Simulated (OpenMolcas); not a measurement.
## Ge: effect of the basis set

```json
{
 "Program": "OpenMolcas 26.06",
 "Method": "CASSCF",
 "Active space": "4 electrons in 8 orbitals (4s 4p 5s 5p)",
 "State averaging": "2S+1 = 3 even, 3 roots; 2S+1 = 1 even, 6 roots; 2S+1 = 5 odd, 1 root; 2S+1 = 3 odd, 5 roots",
 "Spin-orbit coupling": "RASSI with atomic mean-field integrals over the reference wave functions, term energies averaged over their components"
}
```

A. ANO-RCC-VTZP [6s5p3d1f], DKH2, point nucleus; cost roughly 15 core-seconds
B. ANO-RCC-VQZP [7s6p4d2f1g], DKH2, point nucleus; cost roughly 13 core-seconds
C. ANO-R2 [6s5p4d3f1g], X2C, finite nucleus; cost roughly 20 core-seconds
D. ANO-RCC [10s9p8d5f2g], DKH2, point nucleus; cost of the order of 50 core-seconds

Energies in cm⁻¹ above 4s² 4p² ³P₀, the measured ground level; measured values from NIST Handbook of Basic Atomic Spectroscopic Data.

```tsv
Level	A	B	C	D	Measured
4s² 4p² ³P₀	0.0	0.0	0.0	0.0	0.0
4s² 4p² ³P₁	466	453	460	457	557
4s² 4p² ³P₂	1203	1172	1189	1180	1410
4s² 4p² ¹D₂	9150	8953	9042	8893	7125
4s² 4p² ¹S₀	16043	15615	16003	15433	16367
4s 4p³ ⁵S°₂	32491	32601	32410	32642	41927
```

Deviations, from unrounded energies. A percentage is the sum of absolute deviations over the sum of measured energies, with the sign that they share, or ± where signs differ.

| Against measurement | Levels | A | B | C | D |
| --- | --- | --- | --- | --- | --- |
| mean absolute deviation (cm-1) | 5 | 2400 | 2400 | 2400 | 2500 |
| fine structure of the ground term (%) | 2 | -15.1 | -17.4 | -16.1 | -16.8 |
| other terms of the ground configuration (%) | 2 | ±10.0 | ±11.0 | ±9.7 | ±11.5 |
| other configurations (%) | 1 | -22.5 | -22.2 | -22.7 | -22.1 |

A, B, C, D lie about equally close to measurement. The largest miss of A in the table is 4s 4p³ ⁵S°₂, by -9400 cm-1. The ranking rests on the paired levels alone, and a cruder setting can come out closer through cancelling errors.

Among A to D the level of the table that moves most is 4s² 4p² ¹S₀, by 610 cm-1 (lowest in D, highest in A).

Without dynamic correlation excited terms often stand tens of per cent too high (terms of higher spin than the ground term too low), and those without a measured partner can miss by more than the paired ones. Active for correlation alone: 5p 5s; no level in the range computed is led by a configuration that fills them, so any true level of that kind is missing. Terms of s pⁿ other than that of highest spin mix with s² pⁿ⁻² d, which this space lacks; all of them can be thousands of cm-1 off, and some have no real level of that name. Measured partners are found by configuration, term and J. A level has none where our copy of the source lacks it or the pairing is in doubt (some pairs that miss far off the trend of their configuration count as doubtful), and it then counts in no deviation. Only configurations of the active space appear. Levels that lie high or do not pair safely by name in every column are left out.

° marks odd parity.
